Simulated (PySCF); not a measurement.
Ta(NH)(OH)2(Me) (CH6NO2Ta), SMILES [CH3][Ta](=[NH])([OH])[OH], multiplicity 1.

Coordinates come from a B3LYP-D3(BJ)/def2-SVP optimisation. The multiplicity is an assumed one; other spin states were not compared. The def2 effective core potentials stand for the cores of Ta; spin–orbit coupling is left out. Other conformers were not sampled.

Two levels are set side by side: PBE/def2-TZVP (PySCF) and HF/def2-TZVP (PySCF). Same geometry, gas phase. Differences are taken from unrounded values.

```json
[
 {"quantity": "orbital gap (eV)", "HF": "12.72", "PBE": "4.90", "PBE minus HF": "-7.82"},
 {"quantity": "highest occupied level (eV)", "HF": "-10.47", "PBE": "-6.14", "PBE minus HF": "4.32"},
 {"quantity": "lowest empty level (eV)", "HF": "2.26", "PBE": "-1.24", "PBE minus HF": "-3.50"},
 {"quantity": "dipole moment (D)", "HF": "1.24", "PBE": "1.37", "PBE minus HF": "0.13"},
 {"quantity": "mean polarisability (bohr³)", "HF": "60.4", "PBE": "69.6", "PBE minus HF": "9.2"}
]
```

Without exact exchange PBE keeps part of each electron's self-repulsion, which lifts occupied levels and narrows the gap. Loosely held outer electrons make PBE densities more polarisable. Differences between two approximate levels are no errors against the true value.

Rough cost on one machine, each run with all the roots and properties that it gave: HF against PBE about 1/3.
